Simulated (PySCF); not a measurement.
A calculated (UHF, PySCF 2.14, pcseg-2, the non-relativistic Hamiltonian (point nucleus)) atom or ion has these occupied shells.

```csv
shell,electrons,orbital energy (eV),"rms radius, mean of both spins (bohr)"
1s,2,-1625.6,0.140
2s,2,-167.10,0.679
2p,6,-121.47,0.669
```

(1) Name the element and its charge.

Answers

(1) Al³⁺ (aluminium, charge +3), in [Ne], closed-shell 1S.
